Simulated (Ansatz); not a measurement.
One change: `[OH][Hf]([OH])([Cl])[Cl]` becomes `C[O][Hf]([OH])([Cl])[Cl]`.

Ansatz, PBE0-D4/def2-TZVP geometries, multiplicity 1. Each molecule was computed in one conformer, which needn't be the lowest.

Elements past krypton have def2 core potentials.

| property | `[OH][Hf]([OH])([Cl])[Cl]` |
| --- | --- |
| size of the dipole moment (PBE/def2-TZVPP) / D | 3.79 |
| LUMO energy (ωB97M-V/def2-TZVPP) / eV | 0.92 |
| HOMO energy (ωB97M-V/def2-TZVPP) / eV | -11.18 |
| size of the dipole moment (ωB97M-V/def2-TZVPP) / D | 3.86 |
| HOMO–LUMO gap (B3LYP/def2-TZVPP) / eV | 7.73 |
| LUMO energy (B3LYP/def2-TZVPP) / eV | -0.92 |

Problem. Give the same properties after the change, and the shifts. (Best estimate.)

Solution. Ansatz gave: 
```json
{"property": "size of the dipole moment (PBE/def2-TZVPP) / D", "`C[O][Hf]([OH])([Cl])[Cl]`": "3.94", "shift": "0.15"}
{"property": "LUMO energy (ωB97M-V/def2-TZVPP) / eV", "`C[O][Hf]([OH])([Cl])[Cl]`": "1.00", "shift": "0.08"}
{"property": "HOMO energy (ωB97M-V/def2-TZVPP) / eV", "`C[O][Hf]([OH])([Cl])[Cl]`": "-10.99", "shift": "0.19"}
{"property": "size of the dipole moment (ωB97M-V/def2-TZVPP) / D", "`C[O][Hf]([OH])([Cl])[Cl]`": "3.95", "shift": "0.09"}
{"property": "HOMO–LUMO gap (B3LYP/def2-TZVPP) / eV", "`C[O][Hf]([OH])([Cl])[Cl]`": "7.61", "shift": "-0.12"}
{"property": "LUMO energy (B3LYP/def2-TZVPP) / eV", "`C[O][Hf]([OH])([Cl])[Cl]`": "-0.83", "shift": "0.09"}
```

With PBE0 the HOMO rises by 0.23 eV and the LUMO rises by 0.09 eV, so the gap narrows by about 0.14 eV. PBE moves the HOMO by 0.27 eV and ωB97M-V by 0.19 eV. Dipoles are sizes alone; their direction can turn.

B3LYP here is the variant with VWN-RPA as its local correlation; programs differ in this.
